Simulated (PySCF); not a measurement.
Mercury: highly charged ions in a basis for the neutral atom

Hg¹⁷⁺ [Kr] 4d10 4f14 5s2 5p1, Hg¹⁸⁺ [Kr] 4d10 4f14 5s2. Computed with PySCF 2.14 in cc-pVDZ-PP with ECP60MDF (4s4p3d1f, 38 functions), with scalar relativity through the core potential. No spin-orbit coupling, so a gap to NIST mixes the basis error with missing relativistic terms.

Changed run: basis of the neutral atom used for a highly charged ion. This setting is unsound on purpose.

```tsv
species	method	sound run (hartree)	changed run (hartree)	converged
Hg¹⁷⁺	UHF	not run	-51.34015	yes
Hg¹⁷⁺	BP86	not run	-51.56257	yes
Hg¹⁷⁺	TPSS	not run	-51.55556	yes
Hg¹⁸⁺	UHF	not run	-36.60092	yes
Hg¹⁸⁺	BP86	not run	-36.77458	yes
Hg¹⁸⁺	TPSS	not run	-36.76404	yes
```

Ionisation energy of Hg¹⁷⁺:

```json
{"method": "UHF", "changed run (eV)": "401.07", "NIST (eV)": "429 ± 21"}
{"method": "BP86", "changed run (eV)": "402.40", "NIST (eV)": "429 ± 21"}
{"method": "TPSS", "changed run (eV)": "402.50", "NIST (eV)": "429 ± 21"}
```

The contracted functions were made for the neutral atom and can be too rigid for a highly charged ion.
